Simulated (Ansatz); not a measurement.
```yaml
crystal:
  periodic: [false, false, false]
  atoms:
    - {symbol: O, position_ang: [-1.026587, -1.061103, -3.168894]}
    - {symbol: Si, position_ang: [-0.353640, -0.721469, -1.808396]}
    - {symbol: O, position_ang: [1.168395, -1.020099, -1.922087]}
    - {symbol: O, position_ang: [-1.070633, -1.574590, -0.685829]}
    - {symbol: O, position_ang: [-0.581688, 0.772986, -1.392726]}
    - {symbol: Ge, position_ang: [-1.210225, 1.568566, -0.082532]}
    - {symbol: F, position_ang: [-2.831982, 1.377068, 0.001092]}
    - {symbol: F, position_ang: [-0.948882, 3.167722, -0.302050]}
    - {symbol: O, position_ang: [-0.550076, 1.099145, 1.362736]}
    - {symbol: Si, position_ang: [0.745807, 0.333512, 1.804294]}
    - {symbol: O, position_ang: [0.484985, 0.039819, 3.315113]}
    - {symbol: O, position_ang: [0.981918, -0.944225, 0.931689]}
    - {symbol: O, position_ang: [2.044252, 1.162130, 1.546875]}
    - {symbol: H, position_ang: [-0.512837, -0.996965, -3.929049]}
    - {symbol: H, position_ang: [1.649505, -0.907904, -1.139482]}
    - {symbol: H, position_ang: [-1.523735, -2.327024, -0.960719]}
    - {symbol: H, position_ang: [1.108584, -0.471931, 3.757014]}
    - {symbol: H, position_ang: [0.230410, -1.439780, 0.702437]}
    - {symbol: H, position_ang: [2.156303, 1.939823, 2.024660]}
basis:
  gaussian: {orbitals: def2-TZVPPP, fitting: {mean_field: def2-universal-jkfit}}
hamiltonian: {xc: {name: PBEsol}}
output: {forces: true}
```

```sh
$ ansatz run in.yaml --threads 11 --pin off --events-out ev --progress --plain --max-ram 174080MiB --backend cpu
```

(1) How does Ansatz answer? (Best estimate.)

## Answers

(1) Ansatz gave: The program refused the input.
```
Error: <dir> can't be read: No such file or directory (os error 2)
```
